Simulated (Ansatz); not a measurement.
Relaxation of BCl2FH (5 atoms, charge 0, multiplicity 2), to a largest force component of 0.03 eV/Å in at most 50 steps.

These are results of Ansatz 0.2.0, UKS PBE0/6-31G*, not measurements.

```xyz
5
Properties=species:S:1:pos:R:3
B 0.000 0.000 -0.114
H 0.000 0.000 1.078
Cl 1.514 0.000 -0.958
Cl -1.514 0.000 -0.958
F 0.000 0.000 3.192
```

Q: Where does it end, and by what steps?

A: The run converged. The force dipped under the threshold on the way, but the program's further checks kept it going. After 36 steps the energy has fallen by 0.990 eV; F5 moved furthest, 1.05 Å. Parted: B1–H2 (1.19 → 2.09 Å). Joined: H2–F5 (2.11 → 0.94 Å).

```tsv
step	energy less start (eV)	largest force component (eV/Å)	accepted
0	0.0000	0.264	yes
2	-0.0894	0.376	yes
4	-0.2474	0.795	yes
6	-0.3245	5.144	no
8	-0.7576	1.267	yes
10	-0.8742	1.386	no
12	-0.9438	0.323	yes
14	-0.9477	0.049	yes
16	-0.9480	0.022	yes
18	-0.9491	0.058	yes
20	-0.9540	0.053	yes
22	-0.9612	0.505	yes
24	-0.9692	0.324	yes
26	-0.9789	0.249	yes
28	-0.9855	0.094	yes
30	-0.9879	0.124	yes
32	-0.9887	0.182	yes
34	-0.9082	2.596	no
36	-0.9904	0.016	yes
```

```xyz
5
Properties=species:S:1:pos:R:3
B 0.000 0.279 -0.203
H 0.000 0.486 1.881
Cl 1.537 -0.186 -0.829
Cl -1.537 -0.186 -0.829
F 0.000 -0.394 2.220
```

Whether the end is a true minimum wasn't checked by a vibrational analysis.

Run time: 94 s on 2 threads of Intel(R) Xeon(R) Platinum 8259CL CPU @ 2.50GHz (Skylake/Cascade Lake), on a shared host, peak memory 0.22 GiB.
